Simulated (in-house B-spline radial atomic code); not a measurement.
Ionisation energies with and without relativity, with size and susceptibility from the Dirac run. Dirac energy differences include first-order Breit, QED and recoil terms. NIST's values go from ground level to ground level; the uncertainty of those that are theory runs from under 0.1 % in few-electron ions to several per cent in heavy many-electron ones. Computed with an all-electron radial atomic-structure program (B-spline basis): non-relativistic Hartree-Fock and Dirac-Hartree-Fock, averages of the configuration (point nuclei without relativity, finite nuclei with it).

```
ion      configuration  configuration after  ionisation non-relativistic (eV)  ionisation Dirac Breit and QED (eV)  tabulated value (eV)    tabulated kind  radius at density 0.001 (bohr)  diamagnetic susceptibility (10⁻⁶ cm³/mol)
He+                1s1                 bare                             54.42                                54.42              54.41777  tabulated theory                           1.961                                   -0.59392
Be+           [He] 2s1                  1s2                             18.13                                18.13              18.21115          measured                           3.455                                    -5.1893
Ar+       [Ne] 3s2 3p5         [Ne] 3s2 3p4                                 ?                                    ?                     ?          measured                               ?                                          ?
 V+           [Ar] 3d4             [Ar] 3d3                                 ?                                    ?                     ?          measured                               ?                                          ?
Kr+  [Ar] 3d10 4s2 4p5    [Ar] 3d10 4s2 4p4                             24.14                                24.15              24.35984          measured                            3.73                                    -25.059
Zr+       [Kr] 4d2 5s1             [Kr] 4d2                             11.65                                11.92                 13.13          measured                           4.513                                    -36.404
Rh+           [Kr] 4d8             [Kr] 4d7                             17.75                                17.41                 18.08    semi-empirical                           3.673                                    -28.589
Sb+  [Kr] 4d10 5s2 5p2    [Kr] 4d10 5s2 5p1                             15.37                                15.40                16.626          measured                           4.318                                    -38.456
Xe+  [Kr] 4d10 5s2 5p5    [Kr] 4d10 5s2 5p4                             20.80                                20.87                20.975    semi-empirical                            4.13                                    -40.546
```

**Question.** Fill in the row of Ar+.

**Answer.** ionisation non-relativistic (eV): 27.42; ionisation Dirac Breit and QED (eV): 27.40; tabulated value (eV): 27.62967; radius at density 0.001 (bohr): 3.427; diamagnetic susceptibility (10⁻⁶ cm³/mol): -15.935.

**Question.** Fill in the row of V+.

**Answer.** ionisation non-relativistic (eV): 12.67; ionisation Dirac Breit and QED (eV): 12.58; tabulated value (eV): 14.634; radius at density 0.001 (bohr): 3.57; diamagnetic susceptibility (10⁻⁶ cm³/mol): -17.657.
